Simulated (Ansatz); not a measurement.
`[SH][In]([Br])[Br]` + H–F → `[F][In]([SH])[Br]` + HBr at 400 K and 1 bar (ligand exchange at the In–Br bond).

Calculated with Ansatz (gas phase, PBE0-D4/def2-TZVP geometries, no zero-point term in ΔE). CCSD(T)/CBS adds triple-zeta CCSD(T) − MP2 to the extrapolated MP2 energy (def2 sets, frozen cores). This one scheme is used for every species. Elements past krypton have def2 core potentials. For Br, In outer-core shells are correlated without core-valence functions, which leaves a few kJ/mol of doubt a bond. Scalar relativity is left out up to krypton. Each species was taken in one conformer, which may not be the lowest.

```csv
species,CCSD(T)/CBS energy (Eh),H − E (kJ/mol),S (J/(mol·K))
`[SH][In]([Br])[Br]`,-5734.97677,58.9,415.8
H–F,-100.39570,36.5,182.2
`[F][In]([SH])[Br]`,-3261.42177,60.0,393.3
HBr,-2573.91920,27.6,207.2
```

H − E and S are ideal-gas, rigid-rotor, harmonic terms from PBE0-D4/def2-TZVP, for one conformer and one mirror image of each species. 1 Eh = 2625.50 kJ/mol, R = 8.31446 J/(mol·K).

Q: By hand: ΔE, ΔH, ΔS and ΔG.

A: ΔE = (-3261.42177) + (-2573.91920) − (-5734.97677) − (-100.39570) = 0.03150 Eh = 82.7 kJ/mol. Δ(H − E) = 60.0 + 27.6 − 58.9 − 36.5 = -7.8, so ΔH = 74.9 kJ/mol. ΔS = 393.3 + 207.2 − 415.8 − 182.2 = 2.5 J/(mol·K). ΔG = 74.9 − 400 × (2.5)/1000 = 73.9 kJ/mol.

Q: By hand: the equilibrium constant, and the temperature at which ΔG would vanish if ΔH and ΔS stayed fixed.

A: log₁₀ K = −ΔG/(RT ln 10) = -9.7. ΔG = 0 at ΔH/ΔS = 29960 K, far beyond where these terms or the molecules hold.

The number of gas molecules stays the same, so ΔS is small and ΔH decides. A doubt of 5 kJ/mol in ΔE shifts log₁₀ K by 0.7 here. Other conformers and mirror images would add mixing entropy, several J/(mol·K) or more a flexible species. These are equilibria of isolated gas molecules and say nothing of rates. Largest T1 diagnostic: 0.013 (customary marks: 0.02 for closed shells, 0.045 for open ones).
